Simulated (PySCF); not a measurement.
## Mg₂Te: from structure and modes to constants

Method: PySCF, UPBE0, basis Te def2-TZVP with ECP28, Mg def2-TZVP (scalar-relativistic core potentials, no spin–orbit coupling, density fitting).

The triplet minimum has C2v symmetry. Masses (u): Te 129.90622, Mg 23.98504.

```xyz
3
charge 0 multiplicity 3, angstrom
Te    0.0000    0.4971    0.0000
Mg    0.0000   -1.3745    1.8815
Mg    0.0000   -1.3745   -1.8815
```

Harmonic wavenumbers (cm⁻¹): 60.3 (a1, ×1), 278.0 (b2, ×1), 283.9 (a1, ×1).

Task: Find the principal moments of inertia and the rotational constants. What kind of rotor is it?

Result: About the centre of mass I = 122.72, 169.82, 292.54 u Å². With B = 16.8576/I this gives 0.1374, 0.09927, 0.05763 cm⁻¹. The molecule is an asymmetric top with κ = 0.04.

Task: What is the harmonic zero-point energy?

Result: Half the sum of all 3 wavenumbers, 622/2 = 311 cm⁻¹, which is 3.7 kJ/mol (1 cm⁻¹ = 0.0119627 kJ/mol).

Task: Give the standard entropy (298.15 K, 1 bar) by its translational, rotational, vibrational and spin parts, and Cp.

Result: Sackur–Tetrode with M = 177.88 u gives 173.5; rotation with symmetry number 2 gives 107.7; vibration 31.4; spin R ln 3 = 9.1. The total is 321.7 J/(mol K), and Cp = 4 R + 22.6 = 55.8 J/(mol K).

Only a few start shapes were tried, so a lower isomer may exist. With an element this heavy the missing spin–orbit coupling can shift these numbers.
